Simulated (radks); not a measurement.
Spherical quantum dot in the effective-mass picture: electrons in a hard-walled sphere of radius 3.44, all in effective atomic units (hartree* = m*/eps^2 hartree, bohr* = eps/m* bohr), one dielectric constant everywhere. Calculated with a radial shooting solver with Libxc functionals: non-relativistic Kohn-Sham, PBE, spin-polarised, spherical densities. Levels are named by radial order and angular momentum (1s, 1p, 1d, 2s, ...), and open shells are averaged over m. Results are scaled to m* = 0.046 and eps = 13.7, for which hartree* = 6.669 meV and bohr* = 15.76 nm.

N = 6, configuration 1s2 1p(up 3, down 1). This is the lowest configuration that the search found. Occupied and some empty levels:

level,occupation,eigenvalue (meV),<r> (nm)
1s up,1,17.508,31.48
1s down,1,17.907,31.20
1p up,3,19.617,34.52
1p down,1,20.061,34.44
1d up,0,22.758,36.63
1d down,0,23.219,36.61
2s up,0,26.335,25.62
2s down,0,26.541,25.59
1f up,0,26.778,38.22
1f down,0,27.247,38.22

Energy (meV): total 67.3974, kinetic 30.095, external 0, Hartree 51.012, exchange-correlation -13.710.
